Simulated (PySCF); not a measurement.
Ta(O)(F)(NH2)2 (FH4N2OTa), SMILES [NH2][Ta]([NH2])(=[O])[F], multiplicity 1. Geometry: PBE0-D3(BJ)/def2-SVP. The spin state was assumed, not searched. The structure was generated by enumeration; whether it is a known compound was not checked. The def2 effective core potentials stand for the cores of Ta; spin–orbit coupling is left out. One conformer was computed; it need not be the lowest.

Computed equilibrium geometry at PBE0-D3(BJ)/def2-SVP (PySCF confirms it by a frequency run) as a Z-matrix, and its point group (one conformer of several):
point group Cs.
```
Ta
O 1 1.7182
F 1 1.9049 2 113.01
N 1 1.9787 2 105.84 3 -120.82
H 4 1.0166 1 124.73 2 -0.37
H 4 1.0174 5 109.43 1 175.51
N 1 1.9787 2 105.84 4 -118.36
H 7 1.0166 1 124.73 2 0.37
H 7 1.0174 8 109.43 1 -175.51
```
